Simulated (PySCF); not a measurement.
Structure problem from calculated spectra and properties.

Elements present: C, H, N and S. Monoisotopic mass: 161.0299 u.

- UV, first state: lowest singlet excitation: 4.47 eV (277 nm, f = 0.456) [TDDFT wB97X-D/def2-SVPD]
- Triplet: lowest triplet excitation (Tamm–Dancoff): 3.05 eV [TDA wB97X-D/def2-SVPD]
- Polarisability: 132.6 au [wB97X-D/def2-SVPD]
- 1H NMR: chemical shifts (computed TMS as zero) by class: 8.72 (1 H), 8.55 (1 H), 7.67 (1 H), 7.66 (1 H), 7.32 (1 H), 7.23 (1 H), 7.06 (1 H) ppm [GIAO B97-2/pcSseg-2]
- Dipole: 1.22 D [wB97X-D/def2-SVPD]
- 13C NMR: chemical shifts (computed TMS as zero) by class: 159.8 (1 C), 156.6 (1 C), 154.4 (1 C), 143.0 (1 C), 134.6 (1 C), 134.4 (1 C), 133.9 (1 C), 126.6 (1 C), 124.2 (1 C) ppm [GIAO B97-2/pcSseg-2]
- NMR, other nuclei: isotropic shieldings of nuclei other than C and H, by class: -76 (1 N), 281 (1 S) ppm [GIAO B97-2/pcSseg-2]
- Rotational structure: rotational constants A, B, C: 2.827, 0.623, 0.510 GHz [PBE0-D3(BJ)/def2-SVP]

Electronic properties: PySCF, gas phase, density fitting. Levels stand in brackets. Geometry: PBE0-D3(BJ)/def2-SVP, one conformer, isolated molecule. NMR classes are plain means over equivalent atoms (diastereotopic ones count apart unless rotation or inversion swaps them), as if these changed places fast.

**Question.** Which formula fits the mass and the elements?

**Answer.** C9H7NS (calculated 161.0299). No other formula that holds each of these elements comes within 0.0003 u with a fitting electron parity and a possible valence count.

**Question.** What is the compound? Reason from the data.

**Answer.** Numbering: `[cH:1]1[cH:2][cH:3][c:4](-[c:5]2[cH:6][cH:7][cH:8][s:9]2)[n:10][cH:11]1`. Its formula, C9H7NS, gives 7 degrees of unsaturation: 2 rings and 5 π bonds in the structure found (Kekulé form). 9 carbons fall into 9 classes; from least to most shielded: substituted aromatic carbon [C4] (159.8 ppm), aromatic CH next to a ring nitrogen [C11] (156.6 ppm), substituted aromatic carbon [C5] (154.4 ppm), aromatic CH carbon [C2] (143.0 ppm), aromatic CH next to a ring sulfur [C8] (134.6 ppm), aromatic CH carbon [C6] (134.4 ppm), aromatic CH carbon [C7] (133.9 ppm), aromatic CH carbon [C1] (126.6 ppm), aromatic CH carbon [C3] (124.2 ppm). Hydrogen classes from least to most shielded: 1 H on an aromatic CH next to a ring nitrogen, C11 (8.72 ppm), 1 H on an aromatic CH carbon, C6 (8.55 ppm), 1 H on an aromatic CH carbon, C2 (7.67 ppm), 1 H on an aromatic CH carbon, C3 (7.66 ppm), 1 H on an aromatic CH next to a ring sulfur, C8 (7.32 ppm), 1 H on an aromatic CH carbon, C7 (7.23 ppm), 1 H on an aromatic CH carbon, C1 (7.06 ppm). The other shieldings belong to: -76 ppm, pyridine-type nitrogen [N10]; 281 ppm, thiophene-type sulfur [S9]. The optimised geometry has point group Cs and is an asymmetric top. Structure: `C1=CC=C(C2=CC=CS2)N=C1`. Computed isomers that give other values at the same levels: `N#C[C@@]12[C@@H]3[C@H]4[C@H]5[C@@H]3[C@@H]1[C@@]5(S)[C@H]42` (rotational constant A: 1.800 GHz; this holds for the one conformer computed); `c1cc(-c2ccsc2)ccn1` (rotational constant A: 3.276 GHz; this holds for the one conformer computed); `c1ccc(-c2cnsc2)cc1` (rotational constant A: 3.261 GHz; this holds for the one conformer computed). The assignments are read from this structure; whether some other isomer fits the data as well wasn't checked.

Shape of the structure used: `[cH:1]1[cH:2][cH:3][c:4](-[c:5]2[cH:6][cH:7][cH:8][s:9]2)[n:10][cH:11]1`: C3–C4–C5–C6 180°.
